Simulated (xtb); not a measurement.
A geometry relaxed with GFN2-xTB run with xtb, charge 0, multiplicity 1:

```xyz
7

C     -0.6191    -0.4990     0.0639
H     -1.0780    -0.9834    -0.7905
H     -0.3776     1.9432    -0.1377
C      0.7930    -0.0178    -0.0302
Cl     2.3913    -0.5221    -0.0545
C     -0.1037     0.9208    -0.0680
H     -1.0058    -0.8416     1.0171
```

Write the SMILES of this molecule.

`ClC1=CC1`
